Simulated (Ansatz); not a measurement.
A nudged elastic band was laid between two geometries of AlCl$_{2}$H$_{3}$O (7 atoms, charge 0, multiplicity 1).

Theory: RKS PBE0/6-31G* in Ansatz.

| Quantity | Value |
| --- | --- |
| movable images | 5 |
| climbing image | yes |
| spring | 5.0 eV/Å² |
| optimiser | quadratic models (default) |
| start path | through a guess of the saddle point |
| force threshold | 0.05 eV/Å |
| iteration limit | 60 |
| end points | relaxed |

Image 0:

```xyz
7
Properties=species:S:1:pos:R:3
Al 0.074 0.016 0.120
H 0.024 0.703 1.544
Cl 1.818 0.223 -1.058
Cl -1.757 -0.154 -0.973
O 0.109 -1.899 0.675
H -0.612 -2.388 0.241
H 0.015 -2.025 1.633
```

Image 6:

```xyz
7
Properties=species:S:1:pos:R:3
Al 0.049 -0.698 -0.387
H 0.004 0.272 1.895
Cl 1.805 0.354 -0.770
Cl -1.796 0.211 -0.774
O 0.162 -2.333 0.051
H -0.631 -2.873 0.127
H 0.079 -0.458 2.041
```

(1) What changes between the two ends?

(2) Give the energies along the band, and the barrier.

(3) What is the geometry of the highest image?

(4) What are the harmonic wavenumbers there?

## Answers

(1) Bonds broken: Al1–H2, O5–H7. Bonds formed: H2–H7. AlCl2H3O becomes AlCl2HO + H2.

(2) The run converged. The highest image is number 3 of 0 to 6, 92.5 kJ/mol above the first end and 85.1 kJ/mol above the last; the last end lies 7.4 kJ/mol above the first. A vibrational analysis at the climbing image gives one clearly imaginary mode, 1318i cm⁻¹: a first-order saddle point. The orbitals stay closed-shell, which can raise the energy where a bond breaks towards radicals; this wasn't checked here.

```tsv
image	path coordinate (Å)	energy (kJ/mol)	Al1–H2 (Å)	O5–H7 (Å)	H2–H7 (Å)
0	0.00	0.0	1.58	0.97	2.73
1	0.48	7.7	1.59	0.97	2.19
2	0.96	37.2	1.62	1.00	1.61
3	1.43	92.5	1.76	1.27	1.05
4	1.90	37.5	2.00	1.78	0.79
5	2.37	10.8	2.27	2.27	0.75
6	2.84	7.4	2.48	2.73	0.75
```

(3) 
```xyz
7
Properties=species:S:1:pos:R:3
Al 0.067 -0.311 -0.115
H 0.026 -0.059 1.622
Cl 1.833 0.412 -0.963
Cl -1.797 0.125 -0.974
O 0.142 -1.998 0.604
H -0.618 -2.594 0.516
H 0.019 -1.099 1.493
```

(4) 1318i, 144, 155, 241, 354, 441, 563, 600, 727, 771, 1064, 1400, 1731, 1927, 3815 cm⁻¹.

The run took 2.8 min on 1 thread of Arm Neoverse V1, with other jobs on the host, peak memory 0.16 GiB.
